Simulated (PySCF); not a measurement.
# Electronic structure of Al (aluminium, neutral) at the M06-2X level

Configuration: [Ne] 3s2 3p1, 2P determinant. All numbers are calculated (PySCF 2.14, the spin-free X2C one-electron Hamiltonian (Gaussian nucleus), in cc-pVDZ-DK (4s3p1d, 18 functions)).

| Property | Result |
| --- | --- |
| Total energy | -242.7829 hartree |
| One-electron energy | -337.3617 hartree |
| Hartree (Coulomb) energy | 113.1909 hartree |
| Exchange-correlation energy | -18.6121 hartree |
| ⟨S²⟩ | 0.7520 |
| ⟨L²⟩ | 2.005 |
| Sum of ⟨r⟩ | 13.51 bohr |
| Sum of ⟨r²⟩ | 31.81 bohr² |
| Traceless quadrupole moment −½Σ⟨3z² − r²⟩ along its main axis | -5.04 e·bohr² |
| Langevin diamagnetic susceptibility | -25.2 ×10⁻⁶ cm³/mol |
| Time after the integrals | 0.31 s of wall time on 1 thread of Neoverse-N1 (shared host) |

```csv
shell,electrons,mean orbital energy (eV),spread (eV),"rms radius, mean of both spins (bohr)"
1s α,1,-1551.0,0,0.139
1s β,1,-1550.9,0,0.139
2s α,1,-120.09,0,0.680
2s β,1,-120.04,0,0.680
2p α,3,-78.703,0.011,0.677
2p β,3,-78.592,0.244,0.677
3s α,1,-9.882,0,2.75
3s β,1,-9.108,0,2.75
3p α,1,-4.223,0,3.61
```

Densities and radii are taken from the X2C orbitals without a picture-change correction, which distorts them close to the nucleus.
